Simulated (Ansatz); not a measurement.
Coupled-cluster diagnostics for the cluster B₅N₄⁺, Ansatz.

Geometry of the singlet (r2SCAN-D4/def2-SVP):

Cartesian coordinates in Å:
```
B -0.007 -0.001 0.005
B -2.373 -2.940 -3.607
B 2.389 2.944 3.594
B 1.187 1.471 1.799
B -1.190 -1.472 -1.796
N -0.604 -0.742 -0.900
N 0.592 0.740 0.910
N 1.803 2.225 2.718
N -1.796 -2.225 -2.723
```

Correlated methods freeze 9 core orbitals. Another isomer (singlet) lies 4.64 eV lower at PBE0-D4/def2-TZVP; other spin states weren't run for this one.

Problem. Estimate the CCSD(T) correlation energy, the shares of MP2 and (T), T1 and the reference's ⟨S²⟩ for: charge 1, singlet, own geometry in def2-SVP; and the rough time on 4 threads of Intel Xeon 6975P-C on a shared host.

Solution. 
```tsv
state	basis	correlation (eV)	MP2 share (%)	(T) share (%)	T1	⟨S²⟩ (pure)	wall time	remarks
charge 1, singlet, own geometry	def2-SVP	-33.501	124.5	6.9	0.028	0.00 (0.00)	21 s	flagged by the program, large T1 (0.028), restricted SCF unstable
```
Customary marks for T1 are 0.02 (closed shells), 0.045 (open shells) and about 0.05 (3d metals). T1 exceeds 0.02 in 1 of 1 rows and 0.045 in 0; the higher it lies, the less the single-reference result can be trusted.
